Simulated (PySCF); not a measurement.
acetonitrile (C2H3N), singlet, geometry from GFN2-xTB. Base run: CAMB3LYP/6-31G, TDA run with PySCF.

PySCF was given this input:
```python
from pyscf import gto, scf, dft, tdscf

mol = gto.M(
    atom='''
C    -0.014757    0.011163   -1.162762
C     0.003475   -0.002628    0.273792
N     0.017974   -0.013596    1.416241
H    -0.009997    1.041350   -1.516885
H     0.865048   -0.506705   -1.542852
H    -0.913176   -0.490678   -1.520130
''',
    basis='6-31g',
    charge=0,
    spin=0,
    verbose=4,
)

mf = dft.RKS(mol)
mf.xc = 'camb3lyp'
mf.kernel()
td = mf.TDA()
td.nstates = 5
td.kernel()
td.analyze()
```

The base run was repeated with changes; each row names its change, and settings that it needs were set with it.

```json
[
 {"change": "base", "first excitation (eV)": "8.19", "oscillator strength of the first": "0.000", "second (eV)": "8.59", "core-seconds (rough)": "10"},
 {"change": "conv_tol = 1e-3", "first excitation (eV)": "8.19", "oscillator strength of the first": "0.000", "second (eV)": "8.59", "core-seconds (rough)": "8"},
 {"change": "basis = cc-pVDZ", "first excitation (eV)": "8.04", "oscillator strength of the first": "0.000", "second (eV)": "8.39", "core-seconds (rough)": "20"},
 {"change": "functional = pbe0", "first excitation (eV)": "8.26", "oscillator strength of the first": "0.000", "second (eV)": "8.70", "core-seconds (rough)": "9"},
 {"change": "response = full linear response", "first excitation (eV)": "8.15", "oscillator strength of the first": "0.000", "second (eV)": "8.58", "core-seconds (rough)": "20"},
 {"change": "nstates = 15", "first excitation (eV)": "8.19", "oscillator strength of the first": "0.000", "second (eV)": "8.59", "core-seconds (rough)": "20"},
 {"change": "functional = wb97x", "first excitation (eV)": "8.26", "oscillator strength of the first": "0.000", "second (eV)": "8.70", "core-seconds (rough)": "10"},
 {"change": "functional = hf", "first excitation (eV)": "7.69", "oscillator strength of the first": "0.000", "second (eV)": "8.22", "core-seconds (rough)": "0.6"},
 {"change": "functional = pbe", "first excitation (eV)": "8.32", "oscillator strength of the first": "0.000", "second (eV)": "8.69", "core-seconds (rough)": "7"},
 {"change": "states = triplets", "first excitation (eV)": "6.68", "oscillator strength of the first": "-", "second (eV)": "7.34", "core-seconds (rough)": "10"},
 {"change": "functional = b3lyp", "first excitation (eV)": "8.22", "oscillator strength of the first": "0.000", "second (eV)": "8.55", "core-seconds (rough)": "8"}
]
```

An iterative solver can miss low states, so a row lists the states that it found.
